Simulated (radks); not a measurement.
Spherical quantum dot in the effective-mass picture: electrons in a hard-walled sphere of radius 3.06, with a point charge +1 (a donor) at the centre, all in effective atomic units (hartree* = m*/eps^2 hartree, bohr* = eps/m* bohr), one dielectric constant everywhere. Calculated with a radial shooting solver with Libxc functionals: non-relativistic Kohn-Sham, r2SCAN, spin-polarised, spherical densities, generalised Kohn-Sham scheme. Levels are named by radial order and angular momentum (1s, 1p, 1d, 2s, ...), and open shells are averaged over m. Results are scaled to m* = 0.036 and eps = 10.8, for which hartree* = 8.399 meV and bohr* = 15.88 nm.

N = 2, configuration 1s2. This is the lowest configuration that the search found. Occupied and some empty levels:

| level | occupation | eigenvalue (meV) | <r> (nm) |
|---|---|---|---|
| 1s | 2 | 4.1456 | 20.60 |
| 1p | 0 | 10.575 | 28.01 |
| 2s | 0 | 16.401 | 24.30 |
| 1d | 0 | 17.066 | 31.09 |

Energy (meV): total -1.37044, kinetic 10.682, external -17.583, Hartree 11.664, exchange-correlation -6.1329.
